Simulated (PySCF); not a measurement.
Species: `[SiH2]1C[SiH2]C1[O][GeH3]`. The columns A, B, C and D hold Mulliken, IAO, Hirshfeld and ESP-fitted charges (e) of one PBE0/pcSseg-1 density (PySCF), in a shuffled order. Coordinates in Å (PBE0-D3(BJ)/def2-SVP); the density's dipole moment is (0.24, -0.86, 0.92) D.

| atom | x | y | z | A | B | C | D |
| --- | --- | --- | --- | --- | --- | --- | --- |
| Ge1 | 2.854 | 0.174 | -0.342 | +0.711 | +0.412 | +0.387 | +0.491 |
| O2 | 1.246 | 0.308 | -1.109 | -0.593 | -0.379 | -0.246 | -0.680 |
| C3 | 0.158 | -0.301 | -0.474 | -0.431 | -0.185 | -0.132 | -0.396 |
| Si4 | -0.524 | 0.190 | 1.265 | +0.689 | +0.458 | +0.304 | +0.557 |
| C5 | -2.271 | -0.220 | 0.637 | -0.822 | -0.686 | -0.250 | -0.810 |
| Si6 | -1.611 | 0.028 | -1.131 | +0.746 | +0.480 | +0.325 | +0.637 |
| H7 | 3.791 | 1.018 | -1.214 | -0.079 | -0.036 | -0.056 | -0.003 |
| H8 | 3.275 | -1.310 | -0.306 | -0.105 | -0.071 | -0.069 | -0.026 |
| H9 | 2.741 | 0.722 | 1.097 | -0.105 | -0.076 | -0.067 | -0.024 |
| H10 | 0.253 | -1.414 | -0.445 | +0.118 | +0.119 | +0.025 | +0.151 |
| H11 | -0.362 | 1.655 | 1.517 | -0.112 | -0.088 | -0.075 | -0.050 |
| H12 | -0.029 | -0.568 | 2.459 | -0.114 | -0.118 | -0.081 | -0.065 |
| H13 | -2.538 | -1.271 | 0.834 | +0.159 | +0.185 | +0.042 | +0.174 |
| H14 | -3.097 | 0.423 | 0.970 | +0.165 | +0.189 | +0.042 | +0.177 |
| H15 | -1.762 | 1.448 | -1.567 | -0.112 | -0.093 | -0.072 | -0.059 |
| H16 | -2.133 | -0.877 | -2.202 | -0.114 | -0.110 | -0.077 | -0.073 |

**Question.** Which column most likely holds the ESP-fitted charges?

**Answer.** B. Σ q r misses the density's dipole by 0.03 D (B), 0.83 D (C), 1.11 D (A), 1.61 D (D). Charges fitted to the outside potential are the only set here that is tied to the molecule's multipoles.

**Question.** And the Hirshfeld charges?

**Answer.** C. The mean sizes are 0.141 e (C), 0.230 e (B), 0.273 e (D), 0.323 e (A), and Hirshfeld charges are commonly the smallest of these schemes.

As computed, A = IAO, B = ESP-fitted, C = Hirshfeld, D = Mulliken. Hydrogens on carbon: IAO +0.12 to +0.16, ESP-fitted +0.12 to +0.19, Hirshfeld +0.02 to +0.04, Mulliken +0.15 to +0.18 e.

The IAO scheme counts the electrons in orthogonalised intrinsic atomic orbitals, a minimal basis polarised so that it spans the occupied orbitals exactly. The Mulliken scheme gives each basis function's population to the atom it is centred on and halves the overlap population of two atoms between them.

The structure is a single PBE0-D3(BJ)/def2-SVP conformer in the gas phase; no vibrational or solvent corrections. The calculation is non-relativistic, for germanium too.

Conformer computed: `[GeH3:1][O:2][CH:3]1[SiH2:4][CH2:5][SiH2:6]1`: Ge1–O2–C3–Si4 64°.
